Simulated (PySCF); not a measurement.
Isomers of C6H9N2 (doublet state), from PBE0-D3(BJ)/def2-SVP geometry optimisation, gas phase (PySCF). One conformer each, no zero-point energy, no frequencies.

Problem. Which isomer lies lower at this level?
A. `[CH3:1][CH:2]([CH3:3])[c:4]1[n:5][cH:6][c:7][nH:8]1` (doublet state) with C1–C2–C4–N5 -118°: A = 4474, B = 1432, C = 1417 MHz, dipole 3.18 D
B. `[CH3:1][CH:2]([CH3:3])[C:4]1=[N:5][CH:6]=[CH:7][N:8]1` (doublet state) with C1–C2–C4–N5 -12°: A = 4289, B = 1660, C = 1258 MHz, dipole 0.83 D

Solution. B. That is `CC(C1=NC=C[N]1)C` [radical], 23.4 kcal/mol below the other.

| SMILES | mapped SMILES | E (Eh) | relative (kcal/mol) | relative (kJ/mol) | dipole (D) | ⟨S²⟩ |
| --- | --- | --- | --- | --- | --- | --- |
| CC(C)C1=NC=C[N]1 | [CH3:1][CH:2]([CH3:3])[C:4]1=[N:5][CH:6]=[CH:7][N:8]1 | -342.87254 | 0.0 | 0.0 | 0.83 | 0.767 |
| CC(C)c1nc[c][nH]1 | [CH3:1][CH:2]([CH3:3])[c:4]1[n:5][cH:6][c:7][nH:8]1 | -342.83527 | 23.4 | 97.8 | 3.18 | 0.762 |

As drawn, the higher has an N–H bond, which the lower lacks.
